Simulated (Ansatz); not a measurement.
CH$_{3}$F$_{3}$Ti (`[CH3][Ti]([F])([F])[F]`), relaxed with RKS PBE0-D4/def2-TZVP in Ansatz from a PBE-D4/def2-SVP geometry. The force threshold is 0.005 eV/Å; the program also tests the step.

Charge 0, multiplicity 1.

Start:

```xyz
8

C    -0.919    0.553    0.094
Ti    0.833   -0.502   -0.086
F     0.985   -1.472    1.360
F     0.683   -1.483   -1.524
F     2.116    0.678   -0.224
H    -1.769   -0.158    0.181
H    -0.872    1.191    1.003
H    -1.057    1.192   -0.804
```

```csv
step,energy (eV),largest force (eV/Å),largest move (Å)
1,-32347.4527,0.541,0.000
2,-32347.4697,0.155,0.020
3,-32347.4713,0.012,0.009
4,-32347.4713,0.001,0.001
```

End:

```xyz
8

C    -0.907    0.546    0.093
Ti    0.831   -0.500   -0.085
F     0.960   -1.463    1.370
F     0.657   -1.471   -1.530
F     2.097    0.699   -0.221
H    -1.740   -0.157    0.180
H    -0.857    1.174    0.987
H    -1.040    1.172   -0.794
```

It took 11 s on 4 threads of an Intel Xeon Platinum 8488C on a shared host, with 0.49 GiB of host memory at the peak.
